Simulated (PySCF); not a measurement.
# Relaxation of sextet IrF₃⁺

Method: UB3LYP in PySCF with Ir def2-SVP with ECP60, F def2-SVP; scalar-relativistic core potentials, no spin–orbit coupling; density-fitted integrals. A (50,194) grid was used.

A start displaced from a saddle point along its imaginary mode, of Cs symmetry, held to at least that symmetry:

```xyz
4
charge 1 multiplicity 6, angstrom
Ir    0.0130   -0.0353    0.0000
F     1.9008    0.2500    0.0000
F    -0.9032    1.6556    0.0000
F    -1.1291   -1.5469    0.0000
```

Optimiser trace:
```
step  E − E(last) (kJ/mol)  largest gradient (Eh/bohr)
   0                  9.61                     0.01450
   1                  7.46                     0.00634
   2                  5.79                     0.00634
   3                  4.07                     0.00631
   4                  0.79                     0.00441
   5                  0.46                     0.00576
   6                  0.00                     0.00126
   7                  0.00                     0.00055
   8                  0.00                     0.00010
```

It ends at C2v with Ir–F 1.851 Å (×2), Ir–F 1.954 Å; F–Ir–F 100.3° (×2), F–Ir–F 159.3° (after a last refinement on a finer grid). The frequency run here used a shortcut that can spoil soft modes, so no verdict on minimum or saddle point is given. Other isomers or separated fragments may lie lower.

Final geometry:
Coordinates in bohr (charge 1 multiplicity 6):
```
Ir    0.0934   -0.1595    0.0000
F     3.3804    1.0358    0.0000
F    -1.7711    3.0269    0.0000
F    -2.5590   -2.4395    0.0000
```

With open d or f shells other occupations or spin states may lie lower. At this level a quartet minimum of C2v symmetry lies 149 kJ/mol below this structure. With an element this heavy the missing spin–orbit coupling can shift these numbers.
